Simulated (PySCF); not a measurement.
Gas-phase reaction: O + 3 InF ⇌ InF3 + In2O

Computed with PySCF and rigid-rotor harmonic-oscillator thermochemistry at 1 bar. † marks an energy on the PBE0/def2-TZVP geometry and frequencies. MP2 and CCSD(T) freeze the core. Open shells (unrestricted): O (multiplicity 3, electronic degeneracy 9); the rest are closed-shell singlets. Spin-orbit splitting is ignored; it lowers the true energy and changes the entropy of O. In: scalar-relativistic def2 core potential, no spin-orbit coupling. MP2 isn't extrapolated to the basis-set limit; its ΔH°(298 K) is -423.8 kJ in def2-SVP and -412.0 kJ in def2-TZVPP. CCSD(T) isn't extrapolated to the basis-set limit; its ΔH°(298 K) is -355.7 kJ in def2-SVP and -367.1 kJ in def2-TZVPP. The harmonic model lacks anharmonicity and excited electronic states, which grow with temperature; levels with a mode under 35 cm⁻¹ are left out. Soft modes under 120 cm⁻¹ make the harmonic entropy rough for In2O.

ΔH° and ΔS° at 298 K: BLYP/def2-TZVP† -335 kJ, -256 J/K; CCSD(T)/def2-SVP† -356 kJ, -256 J/K; HF/def2-TZVP† -140 kJ, -256 J/K; MP2/def2-SVP† -424 kJ, -256 J/K.

Task: With the heat capacities included, give log10 K (1 bar) at 500, 600, 1400, 1800, 2000 K from BLYP/def2-TZVP†, CCSD(T)/def2-SVP†, HF/def2-TZVP†, MP2/def2-SVP†.

Result: 
```csv
T (K),BLYP/def2-TZVP†,CCSD(T)/def2-SVP†,HF/def2-TZVP†,MP2/def2-SVP†
500,21.7,23.8,1.2,30.9
600,15.9,17.7,-1.2,23.6
1400,-0.5,0.2,-7.8,2.8
1800,-3.2,-2.6,-8.9,-0.6
2000,-4.1,-3.6,-9.2,-1.8
```
